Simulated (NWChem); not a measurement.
The numbers come from NWChem runs, not from measurements. System: ethylene glycol (C2H6O2), charge 0, spin multiplicity 1, at a geometry optimised with PBE0/def2-SVP. Level: RI-MP2/cc-pVDZ, 4 core orbitals frozen.

Part of the output:

```
             Northwest Computational Chemistry Package (NWChem) 7.3.0
             --------------------------------------------------------

                                NWChem Input Module
                                -------------------

 Scaling coordinates for geometry "geometry" by  1.889725989
 (inverse scale =  0.529177249)

                             Geometry "geometry" -> ""
                             -------------------------

 Output coordinates in angstroms (scale by  1.889725989 to convert to a.u.)

  No.       Tag          Charge          X              Y              Z
 ---- ---------------- ---------- -------------- -------------- --------------
    1 O                    8.0000     1.33936700    -0.51402200     0.01674800
    2 C                    6.0000     0.62118500     0.67196700    -0.23696700
    3 C                    6.0000    -0.81800500     0.25908400    -0.45257800
    4 O                    8.0000    -1.30844800    -0.43496700     0.65562800
    5 H                    1.0000     2.20208000    -0.28956300     0.37583800
    6 H                    1.0000     0.67093200     1.36347000     0.62624800
    7 H                    1.0000     1.00371700     1.20794700    -1.12821200
    8 H                    1.0000    -1.44377700     1.15277700    -0.60689900
    9 H                    1.0000    -0.87651000    -0.34787800    -1.38022700
   10 H                    1.0000    -0.62288000    -1.08113900     0.87151500

 Effective nuclear repulsion energy (a.u.)     134.5607680249

            Nuclear Dipole moment (a.u.)
            ----------------------------
        X                 Y               Z
 ---------------- ---------------- ----------------
    -0.0000113384     0.0000151178     0.0000018897


 Summary of "ao basis" -> "" (spherical)
 ------------------------------------------------------------------------------
       Tag                 Description            Shells   Functions and Types
 ---------------- ------------------------------  ------  ---------------------
 *                          cc-pvdz                   on all atoms

 Summary of "ri-mp2 basis" -> "" (spherical)
 ------------------------------------------------------------------------------
       Tag                 Description            Shells   Functions and Types
 ---------------- ------------------------------  ------  ---------------------
 *                         cc-pvdz-ri                 on all atoms

 Summary of "ao basis" -> "ao basis" (spherical)
 ------------------------------------------------------------------------------
       Tag                 Description            Shells   Functions and Types
 ---------------- ------------------------------  ------  ---------------------
 O                          cc-pvdz                  6       14   3s2p1d
 C                          cc-pvdz                  6       14   3s2p1d
 H                          cc-pvdz                  3        5   2s1p

                                 NWChem SCF Module
                                 -----------------

  ao basis        = "ao basis"
  functions       =    86
  atoms           =    10
  closed shells   =    17
  open shells     =     0
  charge          =   0.00
  wavefunction    = RHF
  use symmetry    = F
  symmetry adapt  = F

 Summary of "ao basis" -> "ao basis" (spherical)
 ------------------------------------------------------------------------------
       Tag                 Description            Shells   Functions and Types
 ---------------- ------------------------------  ------  ---------------------
 O                          cc-pvdz                  6       14   3s2p1d
 C                          cc-pvdz                  6       14   3s2p1d
 H                          cc-pvdz                  3        5   2s1p

 Forming initial guess at       0.1s

      Superposition of Atomic Density Guess
      -------------------------------------

 Sum of atomic energies:        -227.85530843

      Non-variational initial energy
      ------------------------------

 Total energy =    -229.889747
 1-e energy   =    -576.869770
 2-e energy   =     212.419255
 HOMO         =      -0.346527
 LUMO         =       0.087771
[...]
 Vector   18  Occ=0.000000D+00  E= 1.749427D-01
              MO Center=  1.6D+00,  3.0D-01,  2.8D-01, r^2= 4.9D+00
   Bfn.  Coefficient  Atom+Function         Bfn.  Coefficient  Atom+Function
  ----- ------------  ---------------      ----- ------------  ---------------
    17      1.179410   2 C  s                58     -1.055548   5 H  s
    63     -0.761597   6 H  s                 3      0.551337   1 O  s
    68     -0.546894   7 H  s                31      0.427939   3 C  s
    73     -0.412905   8 H  s                 7      0.289277   1 O  px
    22      0.278814   2 C  py               83     -0.211094  10 H  s

 Vector   19  Occ=0.000000D+00  E= 2.087867D-01
              MO Center=  2.0D-01,  6.7D-01, -7.3D-01, r^2= 6.5D+00
   Bfn.  Coefficient  Atom+Function         Bfn.  Coefficient  Atom+Function
  ----- ------------  ---------------      ----- ------------  ---------------
    31      1.295148   3 C  s                68     -1.075003   7 H  s
    73     -1.019135   8 H  s                17      0.843118   2 C  s
    78     -0.766363   9 H  s                58      0.703423   5 H  s
     3     -0.422224   1 O  s                83      0.378294  10 H  s
    35     -0.358430   3 C  px               21      0.317839   2 C  px

 Vector   20  Occ=0.000000D+00  E= 2.343647D-01
              MO Center= -3.5D-01, -1.3D-01, -2.1D-01, r^2= 6.0D+00
   Bfn.  Coefficient  Atom+Function         Bfn.  Coefficient  Atom+Function
  ----- ------------  ---------------      ----- ------------  ---------------
    78      1.473857   9 H  s                63     -1.205009   6 H  s
    31     -1.058545   3 C  s                17      1.012597   2 C  s
    83      0.768922  10 H  s                37      0.509720   3 C  pz
    36      0.499426   3 C  py               45     -0.431055   4 O  s
    23      0.345028   2 C  pz               73     -0.320099   8 H  s

 center of mass
 --------------
 x =  -0.02822023 y =  -0.06046810 z =   0.03742486

 moments of inertia (a.u.)
 ------------------
         122.648427672674          -4.775640711522          32.127146123104
          -4.775640711522         332.858768434871          34.892993927404
          32.127146123104          34.892993927404         349.344027250997

  Mulliken analysis of the total density
  --------------------------------------

    Atom       Charge   Shell Charges
 -----------   ------   -------------------------------------------------------
    1 O    8     8.39   2.00  0.82  0.89  2.84  1.82  0.01
    2 C    6     5.86   2.00  0.67  0.36  1.97  0.73  0.13
    3 C    6     5.80   2.00  0.66  0.35  1.98  0.68  0.13
    4 O    8     8.38   2.00  0.83  0.89  2.83  1.81  0.02
    5 H    1     0.83   0.69  0.06  0.08
    6 H    1     0.98   0.77  0.18  0.03
    7 H    1     0.98   0.77  0.19  0.03
    8 H    1     0.97   0.77  0.18  0.03
    9 H    1     0.98   0.77  0.18  0.03
   10 H    1     0.83   0.67  0.07  0.08

       Multipole analysis of the density wrt the origin
       ------------------------------------------------

     L   x y z        total         open         nuclear
     -   - - -        -----         ----         -------
     0   0 0 0     -0.000000      0.000000     34.000000

     1   1 0 0      0.932328      0.000000     -0.000011
     1   0 1 0      0.496200      0.000000      0.000015
     1   0 0 1     -0.152172      0.000000      0.000002

     2   2 0 0    -18.114939      0.000000    156.859122
     2   1 1 0      0.211834      0.000000      3.863252
     2   1 0 1      2.594043      0.000000    -13.165704
     2   0 2 0    -17.759498      0.000000     45.567184
     2   0 1 1     -0.882449      0.000000    -20.671811
     2   0 0 2    -18.401850      0.000000     35.161071

                               NWChem RI-MP2 Module
                               --------------------

 Summary of "ri-mp2 basis" -> "ri-mp2 basis" (spherical)
 ------------------------------------------------------------------------------
       Tag                 Description            Shells   Functions and Types
 ---------------- ------------------------------  ------  ---------------------
 O                         cc-pvdz-ri               18       56   7s5p4d2f
 C                         cc-pvdz-ri               18       56   7s5p4d2f
 H                         cc-pvdz-ri                6       14   3s2p1d

 SCF Reference Information:
            File: './mol.movecs'
           Title: ''
    Size (AOxMO):     86 x     86
       Total Occ:              34.00
 RI-MP2 Calculation Information:
          Nr. of AO basis functions:         86
     Nr. of fitting basis functions:        308
               Nr. of MO spin cases:          1
        Nr. of MOs to be correlated:         82
     Nr. of occupied MOs correlated:         13
      Nr. of virtual MOs correlated:         69

          RI integral approximation: 'V'
    Threshold for Schwarz screening:  1.000E-09
 Smallest eigenvalue retained in fit  1.000E-08
    Type of storage for MO integrals 'EAF library'

 Transformation block size   13, requiring     1 integral passes.
 XForm_3cInts: Completed     1:   13 pass.
 Energy evaluation using block sizes    13   13
 RIMP2_V_E2: Approx. ints. done (    1:   13,    1:   13)
 RIMP2_V_E2: Copy to B done (    1:   13,    1:   13)
 RIMP2_V_E2: Denominators done (    1:   13,    1:   13)
 RIMP2_V_E2: Completed block (    1:   13,    1:   13)

          -------------------------------------------
          SCF energy                -228.951909539283
          Correlation energy          -0.660757651045
          Total MP2 energy          -229.612667190328
          -------------------------------------------

 -----------------------
 Performance information
 -----------------------

 Timer overhead =  2.22D-07 seconds/call

               Nr. of calls         CPU time (s)                 Wall time (s)                GFlops
             ---------------    -------------------     ------------------------------   -------------------
Name         Min   Avg   Max    Min     Avg     Max     Min     Avg     Max   Mx/calls   Min     Max     Sum
Overall       1     1     1    5.7     5.7     5.7      5.7     5.7     5.7     5.7      0.0     0.0     0.0
3c integr     1     1     1   0.95    0.95    0.95     0.95    0.95    0.95    0.95      0.0     0.0     0.0
Energy        1     1     1   0.19    0.19    0.19     0.19    0.19    0.19    0.19      0.0     0.0     0.0
3c integr     1     1     1   0.92    0.92    0.92     0.92    0.92    0.92    0.92      0.0     0.0     0.0
First 2/3     3     3     3   9.06E-3 9.06E-3 9.06E-3  9.06E-3 9.06E-3 9.06E-3 3.02E-3   0.0     0.0     0.0
Final 1/3     1     1     1   1.14E-2 1.14E-2 1.14E-2  1.14E-2 1.14E-2 1.14E-2 1.14E-2   0.0     0.0     0.0
Write 3c      1     1     1   1.38E-3 1.38E-3 1.38E-3  1.38E-3 1.38E-3 1.38E-3 1.38E-3   0.0     0.0     0.0
Read 3c i     1     1     1   5.79E-4 5.79E-4 5.79E-4  5.79E-4 5.79E-4 5.79E-4 5.79E-4   0.0     0.0     0.0
Fitting b     1     1     1   0.13    0.13    0.13     0.13    0.13    0.13    0.13      0.0     0.0     0.0
Schwarz i     1     1     1   1.54E-2 1.54E-2 1.54E-2  1.54E-2 1.54E-2 1.54E-2 1.54E-2   0.0     0.0     0.0
Form 4ci      1     1     1   3.07E-2 3.07E-2 3.07E-2  3.07E-2 3.07E-2 3.07E-2 3.07E-2   0.0     0.0     0.0
Form A &      1     1     1   0.15    0.15    0.15     0.15    0.15    0.15    0.15      0.0     0.0     0.0
Denominat     1     1     1   7.56E-4 7.56E-4 7.56E-4  7.57E-4 7.57E-4 7.57E-4 7.57E-4   0.0     0.0     0.0
Pair Ener     1     1     1   3.32E-3 3.32E-3 3.32E-3  3.32E-3 3.32E-3 3.32E-3 3.32E-3   0.0     0.0     0.0

 The average no. of pstat calls per process was 1.60D+01
 with a timing overhead of 3.55D-06s

 Task  times  cpu:        5.7s     wall:        5.7s

 Total times  cpu:        5.7s     wall:        5.7s
```

### Question
Write an NWChem input that would produce this output.

### Answer
This is not unique; one that fits is 
```
start mol
memory heap 200 mb stack 900 mb global 1100 mb
geometry units angstroms nocenter noautoz noautosym
  O      1.339367    -0.514022     0.016748
  C      0.621185     0.671967    -0.236967
  C     -0.818005     0.259084    -0.452578
  O     -1.308448    -0.434967     0.655628
  H      2.202080    -0.289563     0.375838
  H      0.670932     1.363470     0.626248
  H      1.003717     1.207947    -1.128212
  H     -1.443777     1.152777    -0.606899
  H     -0.876510    -0.347878    -1.380227
  H     -0.622880    -1.081139     0.871515
end
basis spherical
  * library cc-pvdz
end
basis "ri-mp2 basis" spherical
  * library cc-pvdz-ri
end
scf
  rhf
  nopen 0
  maxiter 100
  thresh 1e-7
  semidirect memsize 60000000 filesize 0
end
mp2
  freeze core 4
end
task rimp2 energy
```
